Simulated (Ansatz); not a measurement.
One change: `[Cl][Cd][Cl]` becomes `[F][Cd][Cl]`.

Ansatz, PBE0-D4/def2-TZVP geometries, multiplicity 1. 

Elements past krypton have def2 core potentials.

```
                                                                                  property  `[Cl][Cd][Cl]`
                                          size of the dipole moment (B3LYP/def2-TZVPP) / D            0.00
                                                        HOMO energy (PBE0/def2-TZVPP) / eV           -8.89
                                                     HOMO–LUMO gap (B3LYP/def2-TZVPP) / eV            6.11
                                                         HOMO energy (PBE/def2-TZVPP) / eV           -7.52
                                                     LUMO energy (ωB97M-V/def2-TZVPP) / eV           -0.32
ideal-gas entropy at 298 K and 1 bar (rigid rotor, harmonic PBE0-D4/def2-TZVP) / J/(mol·K)             286
```

Question: Give the same properties after the change, and the shifts. (Best estimate.)

Answer: The calculation gave: 
| property | `[F][Cd][Cl]` | shift |
| --- | --- | --- |
| size of the dipole moment (B3LYP/def2-TZVPP) / D | 0.62 | 0.62 |
| HOMO energy (PBE0/def2-TZVPP) / eV | -9.13 | -0.24 |
| HOMO–LUMO gap (B3LYP/def2-TZVPP) / eV | 6.23 | 0.12 |
| HOMO energy (PBE/def2-TZVPP) / eV | -7.71 | -0.19 |
| LUMO energy (ωB97M-V/def2-TZVPP) / eV | -0.42 | -0.10 |
| ideal-gas entropy at 298 K and 1 bar (rigid rotor, harmonic PBE0-D4/def2-TZVP) / J/(mol·K) | 281 | -5 |

With PBE0 the HOMO falls by 0.24 eV and the LUMO falls by 0.09 eV, so the gap widens by about 0.15 eV. PBE moves the HOMO by -0.19 eV and ωB97M-V by -0.25 eV.

B3LYP here is the variant with VWN-RPA as its local correlation; programs differ in this.
